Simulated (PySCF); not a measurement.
SeCl2, SMILES Cl[Se]Cl.

Coordinates come from a ωB97X-D3(BJ)/def2-TZVP optimisation. The isomer is the one that the SMILES or the coordinates give; other isomers of the formula were not compared.

Calculation: TDDFT-PBE/def2-SVPD in PySCF.

Vertical excitations. Isolated molecule, no solvent. State labels are in the subgroup C2v.

Computed UV-visible absorptions:
| state | symmetry | energy (eV) | λ (nm) | f | main pairs |
|---|---|---|---|---|---|
| S1 | B1 | 2.55 | 486 | 0.001 | HOMO→LUMO 100 % |
| S2 | A2 | 2.69 | 461 | 0.000 | HOMO→LUMO+1 100 % |
| S3 | A2 | 4.99 | 248 | 0.000 | HOMO−2→LUMO 99 % |
| S4 | A1 | 5.04 | 246 | 0.002 | HOMO−1→LUMO+1 90 % |
| S5 | B2 | 5.11 | 243 | 0.018 | HOMO−1→LUMO 89 % |
| S6 | B1 | 5.17 | 240 | 0.003 | HOMO−2→LUMO+1 99 % |
| S7 | A1 | 5.37 | 231 | 0.011 | HOMO−3→LUMO 89 % |
| S8 | B1 | 5.83 | 213 | 0.009 | HOMO→LUMO+2 100 % |
| S9 | B2 | 5.93 | 209 | 0.099 | HOMO−3→LUMO+1 82 % |
| S10 | B1 | 6.21 | 200 | 0.000 | HOMO−4→LUMO 98 % |
| T1 | B1 | 1.89 | 656 | 0 | HOMO→LUMO 100 % |
| T2 | A2 | 2.09 | 595 | 0 | HOMO→LUMO+1 100 % |
| T3 | B2 | 4.39 | 283 | 0 | HOMO−1→LUMO 99 % |
| T4 | A2 | 4.64 | 267 | 0 | HOMO−2→LUMO 99 % |
Triplets are in the Tamm–Dancoff approximation, which puts them higher than full response would, so one can lie above its singlet here.
